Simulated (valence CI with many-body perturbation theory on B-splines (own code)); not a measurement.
Hyperfine factors and g values of Gd30+

Computed by relativistic CI+MBPT: six valence electrons over a frozen Dirac-Fock core [Ar] 3d10, radial functions for each j: 9 s, 9 p, 8 d, 6 f, 3 g, 1 h, with the one-electron correlation potential Σ1, the two-electron term Σ2, the three-electron term Σ3, Breit, model QED; selected CI, second order for the rest, scaled by the run's own slope (own B-spline code, finite nucleus).

The last digits are not significant, and no measured levels were compared; by estimate large intervals hold to a few tenths of a per cent, small ones and those within an open d or f shell to about a per cent. Among the levels kept, up to 640 cm⁻¹ of a level comes from second order outside the variational space, and about a tenth of that is noise between levels of different J, which matters for small intervals.

A/g_I is the dipole constant over the nuclear g factor μ/I (μ in nuclear magnetons, uniformly magnetised nucleus), B/Q the quadrupole constant per barn. Both hold the static response of the core; the bare values leave it out. Large factors of s and p1/2 electrons are usually good to 5 to 10 %; those of open d and f shells near neutrality can be off by tens of per cent, and small factors of p3/2, d and f electrons come from cancelling terms and can be off by a factor of two or in sign, in half-filled shells by more. B is blank for J = 1/2, where it vanishes, and for nearly pure S terms. Energies count from the lowest level. Levels with J = 0 are left out.

Levels are named by their leading jj configuration (3d3/2^4 stands for four electrons in 3d with j = 3/2), which in mixed levels can hold well under half, so a name can repeat and another be missing. Letters in brackets count levels of one name in rising energy.

```tsv
Level	E (cm⁻¹)	g	A/g_I (MHz)	A/g_I bare	B/Q (MHz/b)	B/Q bare
(4s^2 4p1/2^2 4p3/2^2) J=2	0	1.357	29500	28100	10600	10200
(4s^2 4p1/2 4p3/2^3) J=1	329480	1.498	-17000	-16700	-29000	-27900
(4s^2 4p1/2 4p3/2^3) J=2	359200	1.138	78000	75000	-68900	-66200
(4s 4p1/2^2 4p3/2^3) J=2	908970	1.465	149000	143000	-42800	-41100
(4s^2 4p1/2^2 4p3/2 4d3/2) J=1	938200	1.199	-25400	-24400	-14300	-13800
(4s^2 4p1/2^2 4p3/2 4d3/2) J=2	958030	1.043	34200	33000	-13100	-12600
(4s^2 4p1/2^2 4p3/2 4d3/2) J=3	971840	1.170	19900	19400	44800	43100
(4s^2 4p1/2^2 4p3/2 4d5/2) J=4	1032700	1.290	13500	13100	51100	49200
(4s 4p1/2^2 4p3/2^3) J=1	1041100	1.323	-53200	-51000	-17600	-16900
(4s^2 4p1/2^2 4p3/2 4d5/2) J=2	1079600	1.310	31000	30100	-36400	-34900
(4s^2 4p1/2^2 4p3/2 4d5/2) J=3	1111800	1.136	13600	13200	18600	18000
(4s^2 4p1/2^2 4p3/2 4d5/2) J=1	1149700	0.888	-11500	-10400	7280	7040
(4s^2 4p1/2 4p3/2^2 4d3/2) J=1 [a]	1245300	1.078	124000	119000	-10500	-10200
(4s^2 4p1/2 4p3/2^2 4d3/2) J=2 [a]	1256400	1.024	45600	44000	-36700	-35300
(4s^2 4p1/2 4p3/2^2 4d3/2) J=3 [a]	1277600	1.114	45100	43600	-12500	-12000
(4s^2 4p1/2 4p3/2^2 4d5/2) J=1 [a]	1298400	0.939	215000	207000	-12400	-11900
(4s^2 4p1/2 4p3/2^2 4d3/2) J=4	1307800	1.080	46800	45100	7400	7240
(4s^2 4p1/2 4p3/2^2 4d5/2) J=3 [a]	1325500	1.327	-8070	-7630	13600	13200
(4s^2 4p1/2 4p3/2^2 4d5/2) J=4 [a]	1333200	1.277	-246	-90.6	34000	32800
(4s^2 4p1/2 4p3/2^2 4d3/2) J=2 [b]	1341000	0.864	58900	57100	30200	29100
(4s^2 4p1/2 4p3/2^2 4d5/2) J=4 [b]	1367000	1.170	39300	37900	-4000	-3750
(4s^2 4p1/2 4p3/2^2 4d5/2) J=5	1378200	1.197	36800	35500	12100	11800
(4s^2 4p1/2 4p3/2^2 4d3/2) J=1 [b]	1392800	1.378	52500	50600	11500	11100
(4s^2 4p1/2 4p3/2^2 4d3/2) J=2 [c]	1403400	1.303	35800	34500	8770	8350
(4s^2 4p1/2 4p3/2^2 4d3/2) J=3 [b]	1413400	1.193	9670	9390	3670	3620
(4s^2 4p1/2 4p3/2^2 4d5/2) J=2 [a]	1428100	1.256	-25000	-23700	48100	46300
(4s^2 4p1/2 4p3/2^2 4d3/2) J=1 [c]	1444200	1.140	1780	1860	-21100	-20200
(4s^2 4p1/2 4p3/2^2 4d5/2) J=3 [b]	1449400	1.133	41900	40600	52500	50500
(4s^2 4p1/2 4p3/2^2 4d5/2) J=2 [b]	1469100	1.060	43500	42200	7830	7550
(4s^2 4p1/2 4p3/2^2 4d3/2) J=1 [d]	1478900	1.174	80400	77700	12200	11700
(4s^2 4p1/2 4p3/2^2 4d5/2) J=3 [c]	1494100	1.047	44100	42600	-29500	-28300
(4s^2 4p1/2 4p3/2^2 4d5/2) J=1 [b]	1512000	1.208	44200	42800	-4760	-4570
(4s^2 4p1/2 4p3/2^2 4d5/2) J=2 [c]	1528000	1.190	1190	1240	-42700	-41000
```

Question: Take the isotope of mass number 157, with I = 3/2, μ = -0.3398 μN and Q = 1.35 b. What is the hyperfine structure of (4s^2 4p1/2^2 4p3/2^2) J=2?

Answer: From the table A = -6670 MHz, B = 14300 MHz. Shifts from the centre of gravity in MHz: F = 1/2: 42500, F = 3/2: 20000, F = 5/2: -5600, F = 7/2: -16400.
